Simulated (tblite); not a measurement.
Species: C4H7NSeSi.
Numbering: `[N:1]#[C:2][C@@H:3]1[CH2:4][C@@H:5]1[Se:6][SiH3:7]` (hydrogens: H8 on C3; H9, H10 on C4; H11 on C5; H12, H13, H14 on Si7)

Computed with GFN2-xTB (tblite), gas phase: L-BFGS steps from a force-field or distance-geometry start until the largest atomic force falls under 0.01 eV/Å.

Step 107: E = -541.9927 eV
```
atom  x, y, z in Å  |  force x, y, z in eV/Å
N1     -0.4914    2.3844    1.5712    0.009  -0.024   0.011
C2     -0.8490    1.4944    0.9461   -0.006  -0.001   0.004
C3     -1.2929    0.4081    0.1475    0.008   0.004  -0.005
C4     -1.8477   -0.8256    0.8155    0.000   0.029   0.005
C5     -0.5278   -0.8970    0.1312    0.026   0.014   0.006
Se6     1.0892   -1.1470    1.1913    0.001   0.015   0.001
Si7     2.4777    0.1797   -0.0473    0.016   0.008  -0.004
H8     -1.7440    0.7298   -0.7865    0.007  -0.008  -0.003
H9     -2.7040   -1.3028    0.3633   -0.018  -0.024  -0.001
H10    -1.8516   -0.8348    1.8967   -0.005   0.000   0.000
H11    -0.4604   -1.4065   -0.8234   -0.030  -0.017  -0.014
H12     2.2622    1.5720    0.3217    0.003   0.005  -0.008
H13     3.8165   -0.3024    0.2573   -0.010  -0.001   0.015
H14     2.1226   -0.0526   -1.4466   -0.002  -0.001  -0.007
```

Step 108: E = -541.9928 eV
```
atom  x, y, z in Å  |  force x, y, z in eV/Å
N1     -0.4931    2.3856    1.5757   -0.003  -0.054  -0.011
C2     -0.8496    1.4955    0.9496    0.012   0.032   0.030
C3     -1.2922    0.4099    0.1497    0.001  -0.002  -0.008
C4     -1.8469   -0.8250    0.8152   -0.009   0.011   0.003
C5     -0.5271   -0.8954    0.1301    0.017   0.010  -0.005
Se6     1.0898   -1.1486    1.1895   -0.003   0.013  -0.002
Si7     2.4779    0.1774   -0.0495    0.019   0.014  -0.007
H8     -1.7445    0.7328   -0.7832    0.008  -0.006  -0.010
H9     -2.7037   -1.3024    0.3631   -0.007  -0.014  -0.002
H10    -1.8508   -0.8374    1.8962    0.000   0.004   0.005
H11    -0.4616   -1.4028   -0.8264   -0.025  -0.009   0.004
H12     2.2525    1.5706    0.3121    0.006  -0.003  -0.013
H13     3.8175   -0.2967    0.2658   -0.016   0.002   0.012
H14     2.1310   -0.0639   -1.4500    0.002   0.001   0.003
```

Question: Estimate the geometry and energy of step 109. (The exact step hangs on the optimiser's Hessian estimate; all steps are aligned on step 108, rigid shifts and turns removed.)

Answer: E = -541.9929 eV, largest force 0.053 eV/Å
```
atom  x, y, z in Å  |  force x, y, z in eV/Å
N1     -0.4873    2.3837    1.5743   -0.006  -0.048  -0.005
C2     -0.8469    1.4945    0.9487    0.027   0.035   0.030
C3     -1.2904    0.4097    0.1488   -0.016  -0.003  -0.006
C4     -1.8466   -0.8230    0.8157   -0.021  -0.029   0.000
C5     -0.5274   -0.8968    0.1285   -0.014   0.007  -0.014
Se6     1.0909   -1.1525    1.1849   -0.012   0.005  -0.002
Si7     2.4776    0.1782   -0.0496    0.009   0.003   0.006
H8     -1.7454    0.7335   -0.7822    0.010  -0.004  -0.022
H9     -2.7055   -1.3018    0.3672    0.015   0.005  -0.007
H10    -1.8501   -0.8365    1.8964    0.010   0.013   0.017
H11    -0.4687   -1.4053   -0.8286   -0.009  -0.002   0.019
H12     2.2456    1.5686    0.3112    0.000   0.033  -0.004
H13     3.8161   -0.2898    0.2724    0.012  -0.009   0.016
H14     2.1375   -0.0630   -1.4499   -0.005  -0.006  -0.028
```

The energy changes by -0.0001 eV. The first-order estimate −F·Δx gives -0.0003 eV and the mean of the old and new forces, exact on a quadratic surface, -0.0001 eV. The step makes an angle of 79° with the force vector and moves no atom by more than 0.010 Å.

What follows is the cost of the whole relaxation. Hardware: one thread, Arm Neoverse N1 (aarch64), no GPU, shared host. Cost: 1.5 s wall.
